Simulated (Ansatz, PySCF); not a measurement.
CNO (SMILES N#C[O]), doublet, geometry from GFN2-xTB, atoms displaced at random by about 0.03 Å a coordinate. Base run: B3LYP/6-31G, gradient (PySCF).

Here is a job for PySCF.
```python
from pyscf import gto, scf, dft

mol = gto.M(
    atom='''
O    -0.02260560    0.01019641   -1.12013129
C     0.07117162    0.01503514    0.01192579
N     0.00081245   -0.03667879    1.28455086
''',
    basis='6-31g',
    spin=1,
    verbose=4,
)

mf = dft.UKS(mol)
mf.xc = 'b3lyp'
mf.kernel()
g = mf.nuc_grad_method()
grad = g.kernel()
```

Programs used: Ansatz (a program for electronic structure), PySCF; a row that names a program was run with it.

The coordinate followed is z of atom 1.

The base run was repeated with changes; each row names its change, and settings that it needs were set with it.

```csv
change,dE/dx (Eh/bohr),net force (Eh/bohr)
base,0.132905,0.000008
conv_tol = 1e-4,0.133054,0.000008
finite difference step (bohr) = 1e-3; conv_tol = 1e-11,0.132900,-
code = ansatz,0.132897,0.000000
density fitting = on; auxbasis_response = off,0.133001,0.000529
finite difference step (bohr) = 0.2; conv_tol = 1e-11,0.164749,-
finite difference step (bohr) = 0.05; conv_tol = 1e-11,0.134857,-
density fitting = on,0.132909,0.000008
grids.level = 5; grid_response = off,0.132901,0.000001
finite difference step (bohr) = 1e-4; conv_tol = 1e-11,0.132899,-
grids.level = 5; grid_response = on,0.132901,0.000000
grid_response = on,0.132899,0.000000
```

The net force is zero for an exact gradient.

Open shells are given as the SCF converged; they aren't shown to be the lowest states, and a large step between rows can be another state.
